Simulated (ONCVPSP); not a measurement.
tellurium (Te): ONCV pseudisation with LDA (Perdew-Zunger), scalar-relativistic reference atom.

Te, optimised norm-conserving Vanderbilt (ONCV), made with ONCVPSP 4.0.1 (LDA (Perdew-Zunger), scalar-relativistic). Core [Ar] 3d10, reference 4s2 4p6 4d10 5s1.5 5p4.5. Waves: 4s+5s: rc 1.15 bohr, ncon 4, nbas 7, qcut 9.2 1/bohr, 2 projectors; 4p+5p: rc 1.35 bohr, ncon 4, nbas 7, qcut 8.3 1/bohr, 3 projectors, debl 3 Ha; 4d: rc 1.10 bohr, ncon 4, nbas 9, qcut 11.3 1/bohr, 3 projectors, debl 3.4 Ha; f scattering state at 0.28 Ha: rc 1.20 bohr, ncon 5, nbas 10, qcut 10.3 1/bohr, 2 projectors, debl 2.4 Ha. Local part: polynomial inside 0.95 bohr (lpopt 5, dvloc0 0 Ha). Core correction: Teter function, fcfact 5.75, rcfact 1.55.

Results:

- Cutoffs needed: 51 Ha and 77 Ha (the cutoffs (Ha) at which the residual kinetic energy of the hardest occupied pseudo-wave falls to 1 and 0.1 mHa per electron)
- Ghost test: no bound ghost flagged; GHOST(+) flagged for s at 338.6 eV
- Largest excitation error: -153 meV (all-electron minus pseudo) for 4s2 4p5 4d10 5s2 5p4, out of 4 test configurations
- rms error of d²Exc/dni dnj: 3.00 mHa without and 1.97 mHa with the model core

Generation and tests took about 9.5 s on one core of a shared server CPU.
